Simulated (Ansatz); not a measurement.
Wavefunction ladder for C4F8, SMILES `F/C(=C(\F)C(F)(F)F)C(F)(F)F`

Cartesian coordinates in Å:
```
F -1.684 -0.974 1.295
C -0.709 -0.354 0.653
C -0.392 -0.754 -0.573
F -1.030 -1.786 -1.096
C 0.648 -0.176 -1.508
F 1.825 -0.785 -1.360
F 0.249 -0.355 -2.763
F 0.824 1.126 -1.309
C -0.076 0.759 1.466
F -0.319 0.545 2.754
F 1.242 0.803 1.295
F -0.579 1.950 1.146
```

Total charge 0; spin multiplicity 1. The geometry is a stationary point of PBE0-D4/def2-TZVP. Frozen core, restricted reference, Ansatz. CBS rows extrapolate triple and quadruple zeta; past MP2 they add the triple-zeta difference.

| basis | HF (Eh) | MP2 corr. | CCSD corr. | (T) | CCSD(T) total |
| --- | --- | --- | --- | --- | --- |
| def2-SVP | -946.17904 | -1.96585 | ? | -0.04598 | ? |
| def2-TZVPP | -947.35492 | -2.58230 | -2.59066 | -0.08971 | -950.03529 |
| def2-QZVPP | -947.39516 | ? | – | – | – |
| CBS(def2) | ? | ? | -2.99717 | as TZ | ? |

Fill in the withheld values. (Best estimate.)

Ansatz gave: def2-SVP CCSD corr.: -1.99605; def2-SVP CCSD(T) total: -948.22107; def2-QZVPP MP2 corr.: -2.81582; CBS(def2) HF (Eh): -947.40070; CBS(def2) MP2 corr.: -2.98880; CBS(def2) CCSD(T) total: -950.48758.
